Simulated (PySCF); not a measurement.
Vertical excitations of a molecule C4H6O2 from TDA-LC-ωPBE/def2-SVPD in PySCF, as energy in eV (oscillator strength): 5.28 (0.000), 7.05 (0.463), 7.66 (0.190), 7.75 (0.001), 8.45 (0.000), 8.71 (0.056), 8.74 (0.063), 8.95 (0.000), 9.15 (0.023), 9.28 (0.000). Lowest triplet (TDA): 3.72 eV. Geometry optimised at B3LYP-D3(BJ)/def2-SVP. The values are those of a single conformer.

### Question
Identify the compound among the candidates.
A) C=CC(=O)OC
B) O=CC1COC1
C) COC1=CCO1
D) C=CC1OCO1

### Answer
A, C=CC(=O)OC
